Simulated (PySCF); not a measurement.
# [Ce(SH)2]2+ at several levels of theory

Computed with PySCF 2.14.0 (density fitting, no spin-orbit coupling) at the geometry relaxed with PBE0:

```xyz
5
[Ce(SH)2]2+ (singlet)
Ce    0.0000    0.0000   -0.1825
S     2.3068    0.2343    0.6036
H     3.1454   -0.4946   -0.1927
S    -2.3068   -0.2343    0.6036
H    -3.1454    0.4946   -0.1927
```

```
 level                                           basis    state  HOMO (eV)  gap (eV)  charge on Ce1 (e)  population of f-type functions on Ce1 (core shells left out)  dipole about the centre of mass (D)  largest force component (eV/Å)
  PBE0  Ce def2-SVP with ECP28, S def2-SVP, H def2-SVP  singlet     -18.03      3.46               1.40                                                          1.08                                 3.37                            0.01
r2SCAN                                        the same  singlet     -16.96      0.77               1.44                                                          1.11                                 3.46                            0.48
```

Charges are Mulliken's, which hang on the basis. The relaxation used the grid (50, 194), these runs (75, 302) or, all-electron (x2c bases, spin-free X2C Hamiltonian), (99, 590).

Task: What does PBE0 with Ce def2-TZVP with ECP28, S def2-TZVP, H def2-TZVP give here?

Result: state singlet, HOMO (eV) -17.92, gap (eV) 3.45, charge on Ce1 (e) 1.60, population of f-type functions on Ce1 (core shells left out) 1.10, dipole about the centre of mass (D) 2.97, largest force component (eV/Å) 0.16. Time: 18 s on 2 threads of Intel(R) Xeon(R) 6975P-C (Granite Rapids), with other jobs on the host, from free ions and atoms.

In the first row's basis the gap widens with exact exchange: 0.8 eV for r2SCAN (none); 3.5 eV for PBE0 (a fixed share).

No other spin state of this charge was computed.

Small gap, closed shell not tested for a spin-broken solution: r2SCAN.
